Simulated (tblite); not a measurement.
C8H10Si.
Atom-mapped SMILES: `[CH:1]#[C:2]/[CH:3]=[C:4](\[C:5]#[CH:6])[SiH:7]([CH3:8])[CH3:9]` (hydrogens: H10 on C1; H11 on C3; H12 on C6; H13 on Si7; H14, H15, H16 on C8; H17, H18, H19 on C9)

The geometry is computed with GFN2-xTB (gas phase).

Problem. Give the optimised bond lengths and angles.

Solution. 
| bond | length (Å) |
| --- | --- |
| C1≡C2 | 1.203 |
| C2–C3 | 1.404 |
| C3=C4 | 1.348 |
| C4–C5 | 1.408 |
| C5≡C6 | 1.203 |
| C4–Si7 | 1.900 |
| Si7–C8, Si7–C9 | 1.901 |
| C1–H10 | 1.049 |
| C3–H11 | 1.083 |
| C6–H12 | 1.049 |
| Si7–H13 | 1.474 |
| C8–H14 and 5 like bonds | 1.086 |

Bonds in one row agree within 0.01 Å and their mean is given. A selection of angles:
| angle | degrees |
| --- | --- |
| C1–C2–C3 | 179.7 |
| C2–C3–C4 | 123.9 |
| C3–C4–C5 | 120.6 |
| C3–C4–Si7 | 122.7 |
| C5–C4–Si7 | 116.7 |
| C4–C5–C6 | 176.6 |
| C4–Si7–C8 | 108.7 |
| C8–Si7–C9 | 109.9 |

Dihedral angles: C2–C3–C4–C5 0° (synperiplanar); C3–C4–Si7–C8 -120° (anticlinal).

The 5 C–C bonds span 1.203 Å (C1≡C2, drawn triple) to 1.408 Å (C4–C5, drawn single), a spread of 0.205 Å. Si7 (SiH silicon) is tetrahedral (angles from 107.7° to 110.9°). All 3 C–Si bonds measure 1.900 to 1.901 Å.

Point group: Cs (tolerance 0.08 Å). Its GFN2-xTB frequencies are all real (lowest 19 cm⁻¹). The numbers are those of one conformer.
